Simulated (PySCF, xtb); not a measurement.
C₃H₇FOSi, SMILES C(=C\F)(/[SiH2]O)C. Other conformers were not sampled.

Harmonic wavenumbers (cm⁻¹) from GFN2-xTB (xtb) at its own minimum, in rising order: 50, 112, 131, 190, 247, 258, 289, 412, 434, 532, 607, 732, 755, 769, 790, 792, 905, 997, 1043, 1070, 1173, 1287, 1405, 1477, 1485, 1689, 2227, 2322, 3009, 3023, 3040, 3078, 3675.

What does PySCF with PBE-D3(BJ)/def2-SVP give at its own minimum? (Estimate from the structure and the level; the computed values follow.)

66, 107, 133, 186, 239, 254, 318, 430, 441, 600, 699, 746, 806, 861, 868, 893, 926, 949, 1005, 1109, 1149, 1304, 1342, 1405, 1409, 1663, 2125, 2182, 2960, 3028, 3074, 3115, 3765. Paired by order, the mean absolute difference is 45 cm⁻¹ and the zero-point energies are 57.2 and 57.4 kcal/mol.
